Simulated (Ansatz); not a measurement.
`C=CC[SiH](F)F` + H₂O → `O[SiH](F)F` + propene at 298.15 K and 1 bar (formal hydrolysis of the Si–C bond).

Isolated molecules relaxed with PBE0-D4/def2-TZVP in Ansatz; ΔE leaves out vibrations. CCSD(T)/CBS adds triple-zeta CCSD(T) − MP2 to the extrapolated MP2 energy (def2 sets, frozen cores). This one scheme is used for every species. One conformer a species, not always the lowest.

```json
{"species": "`C=CC[SiH](F)F`", "CCSD(T)/CBS energy (Eh)": "-606.56052", "H − E (kJ/mol)": "246.4", "S (J/(mol·K))": "361.2"}
{"species": "H₂O", "CCSD(T)/CBS energy (Eh)": "-76.37941", "H − E (kJ/mol)": "66.4", "S (J/(mol·K))": "188.7"}
{"species": "`O[SiH](F)F`", "CCSD(T)/CBS energy (Eh)": "-565.23707", "H − E (kJ/mol)": "91.8", "S (J/(mol·K))": "297.2"}
{"species": "`C=CC`", "CCSD(T)/CBS energy (Eh)": "-117.74610", "H − E (kJ/mol)": "222.5", "S (J/(mol·K))": "264.5"}
```

H − E and S are ideal-gas, rigid-rotor, harmonic terms from PBE0-D4/def2-TZVP, for one conformer and one mirror image of each species. 1 Eh = 2625.50 kJ/mol, R = 8.31446 J/(mol·K).

Task: By hand: ΔE, ΔH, ΔS and ΔG.

Result: ΔE = (-565.23707) + (-117.74610) − (-606.56052) − (-76.37941) = -0.04324 Eh = -113.5 kJ/mol. Δ(H − E) = 91.8 + 222.5 − 246.4 − 66.4 = 1.5, so ΔH = -112.0 kJ/mol. ΔS = 297.2 + 264.5 − 361.2 − 188.7 = 11.8 J/(mol·K). ΔG = -112.0 − 298.15 × (11.8)/1000 = -115.5 kJ/mol.

Task: By hand: the equilibrium constant, and the temperature at which ΔG would vanish if ΔH and ΔS stayed fixed.

Result: log₁₀ K = −ΔG/(RT ln 10) = 20.2. ΔH and −TΔS have one sign here, so there is no such temperature.

The number of gas molecules stays the same, so ΔS is small and ΔH decides. A doubt of 5 kJ/mol in ΔE shifts log₁₀ K by 0.9 here. Other conformers and mirror images would add mixing entropy, several J/(mol·K) or more a flexible species. Modes under 60 cm⁻¹, often nearly free rotors, make the harmonic entropy too high. These are equilibria of isolated gas molecules and say nothing of rates. Largest T1 diagnostic: 0.011 (customary marks: 0.02 for closed shells, 0.045 for open ones).

ΔS is within the doubt of such terms, so its sign, and with it that verdict, could turn.
